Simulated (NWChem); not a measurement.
System: TeBr2; SMILES Br[Te]Br

```xyz
3

Te     0.0000     0.0000     0.9108
Br    -1.9311     0.0000    -0.6834
Br     1.9311     0.0000    -0.6834
```
Atoms are numbered in this order, from 1.

Level: PBE0/def2-SVP with def2 effective core potentials on Te (NWChem), optimised geometry, unscaled harmonic frequencies. This build's default masses of Se (78.918 u) and Br (79.917 u) are each other's, which moves their modes by up to 0.6 %. def2 effective core potentials on Te; no spin-orbit coupling.

### Question
List the harmonic frequencies with IR intensities, and the thermochemistry.

### Answer
```tsv
frequency (cm⁻¹)	IR intensity (km/mol)
80	0.4
258	26.0
261	5.3
```

| Quantity | Value |
|---|---|
| zero-point energy | 0.9 kcal/mol |
| thermal correction to the enthalpy at 298.15 K (with zero-point energy) | 4.3 kcal/mol |
| heat capacity Cv | 11.4 cal/(mol K) |
| entropy at 298.15 K and 1 atm (symmetry number 2) | 78.4 cal/(mol K) |

Rigid rotor and harmonic oscillator; modes under 100 cm⁻¹ make the entropy uncertain.
